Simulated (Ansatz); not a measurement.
Input file for Ansatz (a first-principles code): R-PBE/def2-TZVPP on BC-, 2S+1 = 1, a spin state set in the input, which need not be the lowest, a point of a bond scan (R = 1.382 Å). Charge -1.

Ansatz 0.2 input:
```yaml
crystal:
  periodic: [false, false, false]
  atoms:
    - {symbol: B, position_ang: [0.00000000, 0.00000000, 0.00000000]}
    - {symbol: C, position_ang: [0.00000000, 0.00000000, 1.38182300]}
basis:
  gaussian:
    orbitals: def2-TZVPP
    pivot_positions_ang: [[0.00000000, 0.00000000, 0.00000000], [0.00000000, 0.00000000, 1.38182300]]
hamiltonian:
  xc: {name: PBE}
total_charge: -1
output: {forces: true, orbitals: {seedname: ./end}}
```

The head of its log:

```
WARN ansatz: RAYON_NUM_THREADS=2 ignored (pool sized by the plan → 2); use --threads N
Functional definition: PBE
integrals: 0.01 GiB planned
349 factors; their error is unknown
mean field: 0.10 GiB planned
mean field evaluation 1: about -1704.0633 eV, gradient 1.4e1 eV
mean field evaluation 2: about -1699.9126 eV, gradient 3.0e1 eV
```

Question: Predict the final total energy.

Answer: -62.6445 hartree.
